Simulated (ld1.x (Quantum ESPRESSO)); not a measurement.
## Before and after: TM potential for Co

Co, norm-conserving Troullier–Martins (Kleinman–Bylander form), made with ld1.x (Quantum ESPRESSO) 7.5 (PBE, scalar-relativistic). Core [Ar], reference 3d7 4s1 4p0 (charge +1). Waves: 4s (bound): rc 2.35 bohr; 4p (bound, empty): rc 3.05 bohr; 3d (bound): rc 1.20 bohr. Local part: all-electron potential smoothed inside 1.70 bohr (lloc = -1). Core correction: Bessel-smoothed model core inside 0.60 bohr.

Change: reference 3d7 4s2 4p0.

Cutoffs: the cutoffs (Ry, on a coarse ladder) from which the occupation-weighted sum of valence levels, in a spherical-Bessel basis at the reference potential, stays within 10 and 1 mRy of its value at 400 Ry; they do not see the model core or the augmentation charge, which bear on the density cutoff. Errors are all-electron minus pseudo energies relative to the spin-unpolarised reference configuration.

Question: What does the change do?

Answer: The potential gets neither clearly harder nor softer (160 Ry and 260 Ry → 160 Ry and 260 Ry); the range in which the d phases agree widens (upper end 0.2 → 3.6); neither file shows a bound ghost.

```csv
quantity,base,changed
"cutoff, loose",160 Ry,160 Ry
"cutoff, tight",260 Ry,260 Ry
bound ghosts,none,none
"largest error over its own tests, meV",-247,-241
s: phases at 3.31 bohr within 0.05 rad from the reference energy up to (Ry; the scan ends near 5),-0.2,0.3
p: phases at 3.31 bohr within 0.05 rad from the reference energy up to (Ry; the scan ends near 5),1.1,1.6
d: phases at 3.31 bohr within 0.05 rad from the reference energy up to (Ry; the scan ends near 5),0.2,3.6
```
